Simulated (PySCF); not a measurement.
C2H5BO2 (SMILES BOC(C)=O), singlet, at a GFN2-xTB geometry; PySCF with CASCI(4,4)+NEVPT2/STO-3G.

Input for PySCF:
```python
from pyscf import gto, scf, mcscf, mrpt
import numpy

mol = gto.Mole()
mol.atom = '''
    B    -1.41458584    1.31263708    0.50433055
    H    -1.02345525    1.56153874    1.58335403
    H    -2.38283412    1.78329397    0.04717857
    O    -0.79659534    0.41330148   -0.27754603
    C     0.40071868   -0.18119655   -0.03555849
    C     0.45065990   -1.56936860   -0.60898132
    O     1.29859656    0.37486991    0.52462842
    H     1.41733722   -2.02022565   -0.40683527
    H     0.28067055   -1.51789355   -1.68236505
    H    -0.34307027   -2.17187909   -0.17240537
'''
mol.basis = 'sto-3g'
mol.verbose = 4
mol.build()

mf = scf.RHF(mol)
mf.kernel()
mc = mcscf.CASCI(mf, 4, 4)
mc.fix_spin_(ss=0.0)
mc.kernel()
occ = numpy.linalg.eigvalsh(mc.fcisolver.make_rdm1(mc.ci, mc.ncas, mc.nelecas))[::-1]
ss = mc.fcisolver.spin_square(mc.ci, mc.ncas, mc.nelecas)[0]
print('natural occupations', occ.round(4), ' <S^2>', round(ss, 4))
e2 = mrpt.NEVPT(mc).kernel()
print('E(NEVPT2) = %.10f' % (mc.e_tot + e2))
```

The log (banner, timings and long lists left out):

```
PySCF version 2.14.0

[INPUT] verbose = 4
[INPUT] num. atoms = 10
[INPUT] num. electrons = 38
[INPUT] charge = 0
[INPUT] spin (= nelec alpha-beta = 2S) = 0
[INPUT] symmetry False subgroup None
[INPUT] Mole.unit = angstrom
[INPUT] Symbol           X                Y                Z      unit          X                Y                Z       unit  Magmom
[...]
nuclear repulsion = 163.647587595474
number of shells = 20
number of NR pGTOs = 90
number of NR cGTOs = 30
basis = sto-3g
ecp = {}

******** <class 'pyscf.scf.hf.RHF'> ********
method = RHF
initial guess = minao
damping factor = 0
level_shift factor = 0
DIIS = <class 'pyscf.scf.diis.CDIIS'>
diis_start_cycle = 1
diis_space = 8
diis_damp = 0
SCF conv_tol = 1e-09
SCF conv_tol_grad = None
SCF max_cycles = 50
direct_scf = True
direct_scf_tol = 1e-13
Set gradient conv threshold to 3.16228e-05
Initial guess from minao.
init E= -250.799714707936
[...]
cycle= 1 E= -249.619197760263  delta_E= 1.18  |g|= 0.727  |ddm|=  3.9
[...]
cycle= 2 E= -249.760779673852  delta_E= -0.142  |g|= 0.452  |ddm|= 1.37
[...]
cycle= 3 E= -249.810796271725  delta_E= -0.05  |g|= 0.0663  |ddm|= 0.521
[...]
cycle= 4 E= -249.812993030752  delta_E= -0.0022  |g|= 0.0335  |ddm|= 0.121
[...]
cycle= 5 E= -249.813576186212  delta_E= -0.000583  |g|= 0.0103  |ddm|= 0.0695
[...]
cycle= 6 E= -249.813662537588  delta_E= -8.64e-05  |g|= 0.00207  |ddm|= 0.0346
[...]
cycle= 7 E= -249.813665006267  delta_E= -2.47e-06  |g|= 0.000428  |ddm|= 0.00581
[...]
cycle= 8 E= -249.813665108893  delta_E= -1.03e-07  |g|= 6.97e-05  |ddm|= 0.00122
[...]
cycle= 9 E= -249.813665112117  delta_E= -3.22e-09  |g|= 1.54e-05  |ddm|= 0.000195
[...]
cycle= 10 E= -249.813665112368  delta_E= -2.51e-10  |g|= 6.25e-06  |ddm|= 4.67e-05
[...]
Extra cycle  E= -249.813665112412  delta_E= -4.38e-11  |g|= 4.12e-06  |ddm|= 1.47e-05
converged SCF energy = -249.813665112412

******** <class 'pyscf.mcscf.casci.CASCI'> ********
CAS (2e+2e, 4o), ncore = 17, nvir = 9
natorb = False
canonicalization = True
sorting_mo_energy = False
******** <class 'pyscf.fci.addons.SpinPenaltyFCISolver'> ********
max. cycles = 200
conv_tol = 1e-08
davidson only = True
linear dependence = 1e-12
level shift = 0.001
max iter space = 12
nroots = 1
pspace_size = 400
spin = None
Density matrix diagonal elements [1.96883077 1.99697479 0.01553049 0.01866395]
CASCI converged
CASCI E = -249.828855398905  E(CI) = -4.08103941502864  S^2 = 0.0000000
[...]
root = 0
Natural occ [1.99921288e+00 1.96714880e+00 3.24688709e-02 1.16944554e-03]
Natural orbital (expansion on meta-Lowdin AOs) in CAS space
               #1        #2        #3        #4
0 B 1s           0.00001  -0.00125   0.00118  -0.00026
0 B 2s          -0.00039   0.01681  -0.03702   0.01657
0 B 2px          0.13199  -0.15560  -0.01982   0.51609
0 B 2py         -0.06532  -0.20453   0.04529   0.68830
0 B 2pz          0.05263  -0.06981   0.01406  -0.35016
1 H 1s           0.13381  -0.18223   0.02586  -0.00968
2 H 1s          -0.19619   0.11012  -0.00977   0.00129
3 O 1s           0.00074   0.00067  -0.00029  -0.00019
3 O 2s           0.00924  -0.10780   0.03455   0.01808
3 O 2px         -0.33007  -0.16924   0.03852  -0.16874
3 O 2py          0.06427  -0.23222   0.11478  -0.27874
3 O 2pz         -0.26279   0.50379  -0.17246   0.14544
4 C 1s           0.00045  -0.00034  -0.00003   0.00018
4 C 2s           0.03338   0.03493   0.01344  -0.02563
4 C 2px          0.04985   0.05135  -0.23368   0.00406
4 C 2py         -0.11572   0.11306  -0.25562  -0.03697
4 C 2pz         -0.04351  -0.28978   0.62428   0.00629
5 C 1s          -0.00105  -0.00018  -0.00002   0.00018
5 C 2s           0.07385   0.01451   0.00236  -0.01333
5 C 2px          0.02264   0.00018  -0.01622   0.00083
5 C 2py          0.26143   0.02499  -0.01675  -0.01516
5 C 2pz          0.12906   0.09998   0.05073  -0.02842
6 O 1s           0.00004   0.00002   0.00007  -0.00023
6 O 2s          -0.00684   0.01025  -0.00299   0.00904
6 O 2px         -0.48495   0.09600   0.19981  -0.01398
6 O 2py          0.60112   0.39868   0.23844   0.00977
6 O 2pz          0.14562  -0.49037  -0.54105  -0.07299
7 H 1s          -0.02679   0.01742  -0.00804   0.01196
8 H 1s          -0.07032  -0.10942   0.15643  -0.01110
9 H 1s          -0.06036   0.05496  -0.15031   0.00141
<CAS-nat-orb|mo-hf>  18     19       0.97288672
<CAS-nat-orb|mo-hf>  19     18       0.97302553
<CAS-nat-orb|mo-hf>  20     20       0.66983062
<CAS-nat-orb|mo-hf>  20     21       0.74232601
<CAS-nat-orb|mo-hf>  21     20       0.74240681
<CAS-nat-orb|mo-hf>  21     21      -0.66994661
Sr    (-1)',   E = -0.00712614252580
Si    (+1)',   E = -0.01770950696380
Sijrs (0)  ,   E = -0.10959664768300
Sijr  (+1) ,   E = -0.03760022362817
Srsi  (-1) ,   E = -0.02019230695962
Srs   (-2) ,   E = -0.00266978573380
Sij   (+2) ,   E = -0.00897049132224
Sir   (0)' ,   E = -0.02878916820290
Nevpt2 Energy = -0.232654273019327
E(NEVPT2) = -250.0615096719
```
